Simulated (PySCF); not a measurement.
Peak assignment

Atom-mapped SMILES (the numbers label the heavy atoms): `[CH2:1]=[C:2]1[CH2:3][CH:4]=[CH:5][O:6][SiH2:7]1`; H(Xn) means a hydrogen on atom n. Ha(C1) is cis to C3; Hb(C1) is trans to C3.

Fast rotation and ring inversion assumed for equivalent nuclei, one conformer, non-relativistic, gas phase. σ from GIAO-PBE0/pcSseg-1; GFN2-xTB geometry; PySCF.

Referencing at the same level of theory: 13C (186.93 ppm), 1H (31.72 ppm) vs TMS.

(1) Assign these signals to the numbered atoms. 13C{1H} NMR (computed): δ 149.1, 149.1, 132.9, 107.3, 38.3.

(2) Assign these signals to the numbered atoms. 1H NMR (400 MHz, computed): δ 6.57 (d, 1H), 6.15 (br s, 1H), 5.70 (br s, 1H), 5.33 (s, 2H), 4.77 (m, 1H), 3.14 (m, 2H).

Answers

(1) 
| δ (ppm) | atoms | environment | reason |
| --- | --- | --- | --- |
| 149.1 | C2 | fully substituted alkene carbon | an sp2 carbon of a C=C bond |
| 149.1 | C5 | alkene carbon bearing oxygen | an sp2 carbon further deshielded by the attached heteroatom |
| 132.9 | C1 | terminal =CH2 carbon | an sp2 carbon of a C=C bond |
| 107.3 | C4 | β carbon of an enol-ether or enamine type C=C | the O or N lone pair pushes π density onto this β carbon and shields it |
| 38.3 | C3 | allylic sp3 CH2 | aliphatic region, no heteroatom directly attached |

C2 and C5 lie closer than the usual error of such a calculation, so a measured spectrum could show them in the other order.

(2) 
| δ (ppm) | atoms | environment | reason |
| --- | --- | --- | --- |
| 6.57 | H(C5) | hydrogen on an alkene carbon bearing oxygen | attached to an sp2 carbon and in the plane of the double bond |
| 6.15 | Ha(C1) | hydrogen on a terminal =CH2 carbon | olefinic region |
| 5.70 | Hb(C1) | hydrogen on a terminal =CH2 carbon | – |
| 5.33 | H(Si7) | hydrogen on a silicon bonded to C, O, in a 6-membered ring | – |
| 4.77 | H(C4) | hydrogen on a β carbon of an enol-ether or enamine type C=C | lone-pair donation from O or N shields it, upfield of ordinary alkene protons |
| 3.14 | H(C3) | hydrogen on an allylic sp3 CH2 | allylic position |

Shifts are as computed. Against solution values, carbons near 30 ppm lie about +3 ppm off and those near 130 ppm about +5 ppm. Of 1211 compounds with measured shifts, 218 miss one by over three times the rms of a fit or turn the order of signals round; such compounds aren't used in these exercises. No couplings were computed; multiplicities are counted from neighbouring protons, with m where these are inequivalent, close in shift, in a saturated or five-membered ring or joined by F or P, and br s for small geminal =CH2 splittings.
